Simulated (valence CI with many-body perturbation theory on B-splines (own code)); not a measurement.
E1 transitions of Tc¹²⁺

Calculated by configuration interaction combined with many-body perturbation theory (CI+MBPT): three valence electrons over a frozen Dirac-Fock core [Ar] 3d10, a basis of 11 s, 11 p, 9 d, 7 f, 5 g, 2 h, 1 i functions for each j, with the one-electron correlation potential Σ1, the two-electron term Σ2, the three-electron term Σ3, Breit, model QED; selected CI, second order for the rest, scaled by the run's own slope (own B-spline code, finite nucleus).

No measured levels were compared; by estimate levels hold to about 250 cm⁻¹ or 0.2 % of their energy and the worst to 1 %, as in measured heavy ions of charge 2 to 7; those with d or f electrons hold less well.

Lines 101 to 150 of 281 in falling wavelength, among levels below 1019900 cm⁻¹, chosen from the strongest by gf and those to the six lowest levels. Wavelengths and rates use the calculated energies, so an error of 1000 cm⁻¹ moves a line at 320.4 Å by 0.32 % and its rate by three times that or more. Electric multipoles are in the length gauge, E1 and E2 with the static RPA response of the core. Weak lines are less certain than strong ones. Lines between different terms over intervals too small for the method are left out, as are lines whose strength nearly cancels. Where a level lies close to another of its J and parity, the split of strength between their lines is uncertain. The highest levels of a list are the least certain.

Names give the largest LS component (configuration and term), which can be under half, so a name can repeat, a term be missing and a line seem to break the LS rules; names also repeat where a configuration has a term twice. Letters in brackets count levels of one name in rising energy.

```
λ vac (Å)                 Upper             Lower   A (s⁻¹)  log gf  Branch %
    320.4         4p2 4d 2G_7/2  4s 4p 4d 4F°_7/2  2.54e+09   -0.51      19.3
    319.4         4p2 4d 4D_5/2  4s 4p 4d 4F°_5/2  6.22e+09   -0.24      23.6
    319.3     4p2 4d 2F_5/2 [b]  4s 4p 4d 4D°_7/2  1.76e+09   -0.79       1.4
    318.6           4p3 2P°_3/2     4s 4p2 2D_5/2  1.03e+10   -0.20      41.9
    318.2         4p2 4d 4D_3/2  4s 4p 4d 4F°_5/2  4.36e+09   -0.58      12.1
    315.6         4p2 4d 4P_1/2  4s 4p 4d 4D°_1/2  6.88e+09   -0.69       5.5
    314.2       4p3 4S°_3/2 [a]     4s 4p2 4P_1/2  5.19e+09   -0.51      20.2
    313.2       4p3 4S°_3/2 [b]     4s 4p2 4P_3/2  9.63e+09   -0.25      35.3
    313.0         4s 4p2 2S_1/2    4s2 4p 2P°_3/2  2.66e+10   -0.11      83.4
    312.9         4s 4p2 2P_1/2    4s2 4p 2P°_1/2  3.26e+10   -0.02      99.1
    312.8  4s 4p 4d 2P°_1/2 [b]     4s2 4d 2D_3/2  3.02e+10   -0.05      29.4
    312.3  4s 4p 4d 2D°_3/2 [b]     4s2 4d 2D_5/2  1.73e+10    0.01      14.9
    311.2  4s 4p 4d 2P°_3/2 [b]     4s2 4d 2D_5/2  1.32e+10   -0.12      11.6
    310.6         4p2 4d 4D_7/2  4s 4p 4d 4F°_7/2  1.94e+09   -0.65      12.0
    310.4           4p3 2D°_5/2     4s 4p2 4P_3/2  1.50e+07   -2.89       0.1
    309.9           4p3 2P°_3/2     4s 4p2 2D_3/2  2.50e+09   -0.84      10.1
    308.3      4s 4p 4d 2D°_5/2     4s2 4d 2D_5/2  2.34e+10    0.30      16.9
    307.3  4s 4p 4d 2D°_3/2 [b]     4s2 4d 2D_3/2  6.56e+09   -0.43       5.6
    306.4         4s 4p2 2P_3/2    4s2 4p 2P°_3/2  4.16e+10    0.37      83.3
    306.2  4s 4p 4d 2P°_3/2 [b]     4s2 4d 2D_3/2  1.88e+10    0.02      16.6
    297.6       4p3 4S°_3/2 [b]     4s 4p2 4P_1/2  3.71e+09   -0.71      13.6
    290.3      4s 4p 4d 4F°_3/2     4s 4p2 2D_3/2  1.17e+09   -1.23      52.1
    283.3         4s 4p2 2S_1/2    4s2 4p 2P°_1/2  5.29e+09   -0.90      16.6
    277.8         4s 4p2 2P_3/2    4s2 4p 2P°_1/2  8.31e+09   -0.42      16.7
    277.6           4p3 2P°_1/2     4s 4p2 4P_3/2  1.04e+08   -2.62       0.4
    275.8           4p3 2P°_3/2     4s 4p2 4P_5/2  2.61e+08   -1.92       1.1
    268.4  4s 4p 4d 4P°_5/2 [a]     4s 4p2 2D_5/2  3.10e+09   -0.70       5.2
    265.3           4p3 2P°_1/2     4s 4p2 4P_1/2  1.32e+08   -2.56       0.5
    265.3           4p3 2P°_3/2     4s 4p2 4P_3/2  1.27e+09   -1.27       5.2
    262.2  4s 4p 4d 4P°_5/2 [a]     4s 4p2 2D_3/2  3.83e+08   -1.63       0.6
    260.9         4p2 4d 2P_3/2       4p3 2D°_5/2  1.03e+10   -0.38      34.8
    260.2      4s 4p 4d 4F°_3/2     4s 4p2 4P_5/2  8.92e+07   -2.44       4.0
    260.0         4p2 4d 2D_5/2       4p3 2P°_3/2  3.55e+09   -0.67       3.6
    259.2      4s 4p 4d 4D°_3/2     4s 4p2 2D_3/2  3.23e+09   -0.89       4.1
    258.0  4s 4p 4d 2P°_3/2 [a]     4s 4p2 2P_3/2  1.20e+10   -0.32      12.3
    257.5      4s 4p 4d 4D°_1/2     4s 4p2 2D_3/2  2.86e+07   -3.25       0.0
    255.6      4s 4p 4d 4F°_5/2     4s 4p2 4P_5/2  1.16e+09   -1.17      37.4
    254.0           4p3 2P°_3/2     4s 4p2 4P_1/2  3.69e+08   -1.85       1.5
    251.6      4s 4p 4d 4D°_5/2     4s 4p2 2D_5/2  5.60e+09   -0.50       7.4
    251.3         4p2 4d 4D_3/2       4p3 2D°_5/2  7.31e+09   -0.56      20.3
    250.8      4s 4p 4d 4F°_3/2     4s 4p2 4P_3/2  5.05e+08   -1.72      22.4
    250.3      4s 4p 4d 4D°_7/2     4s 4p2 2D_5/2  3.20e+09   -0.62       3.5
    249.5         4p2 4d 4D_3/2   4p3 4S°_3/2 [b]  1.01e+10   -0.42      28.1
    249.5      4s 4p 4d 4P°_3/2     4s 4p2 2D_5/2  5.97e+09   -0.65       9.6
    248.6      4s 4p 4d 4F°_7/2     4s 4p2 4P_5/2  3.82e+09   -0.55      97.9
    248.2  4s 4p 4d 4P°_5/2 [b]     4s 4p2 2D_5/2  1.98e+10    0.04      32.8
    246.5      4s 4p 4d 4F°_5/2     4s 4p2 4P_3/2  1.40e+09   -1.12      45.0
    246.2      4s 4p 4d 4D°_5/2     4s 4p2 2D_3/2  8.51e+09   -0.33      11.2
    246.0  4s 4p 4d 2D°_3/2 [a]     4s 4p2 2D_3/2  1.89e+10   -0.16      25.6
    245.9         4p2 4d 2G_7/2       4p3 2D°_5/2  4.49e+09   -0.49      34.1
```
